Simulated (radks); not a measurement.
Results of a calculation; reference values are marked as such.
All-electron atom: F3+ in [He] 2s2 2p2 (the NIST ground configuration).

Code: a radial shooting solver on a logarithmic mesh with Libxc functionals. Model: scalar-relativistic Kohn-Sham, PBE, spin-polarised, spherical densities, point nucleus; open shells are filled with parallel spins first.

Energy parts (eV):
total: -2598.694
kinetic: 2599.382
electron-nucleus: -5818.182
Hartree: 851.358
exchange-correlation: -231.252

Orbitals (lengths in bohr, moments of r in powers of bohr; r(max) is where P^2 peaks):
orbital  occ.  eigenvalue (eV)     <r^4>     <r>  r(max)    <r^2>
1s up       1        -741.8608  0.004589  0.1763  0.1144  0.04194
1s down     1        -739.5763  0.004524  0.1758  0.1142  0.04168
2s up       1         -93.3922     1.422  0.8701  0.7140   0.8957
2s down     1         -87.7530     1.563  0.8873  0.7220   0.9339
2p up       2         -75.0934     1.417  0.8189  0.6196   0.8287
2p down     0         -69.1945     1.639  0.8433  0.6313   0.8839

The highest occupied level is 2p up at -75.093 eV. Summed over all electrons, <r^2> = 3.571 bohr^2, which gives a Langevin (diamagnetic) susceptibility term of -2.83 x 10^-6 cm^3/mol. For comparison, the ionisation energy in NIST's Atomic Spectra Database is 87.18 eV (semi-empirical). In exact Kohn-Sham theory the highest level is minus the ionisation energy, but local and semilocal functionals leave it too shallow, through self-interaction and a potential that decays too fast; potentials with the right tail come closer. Spin moment in Bohr magnetons: 2.
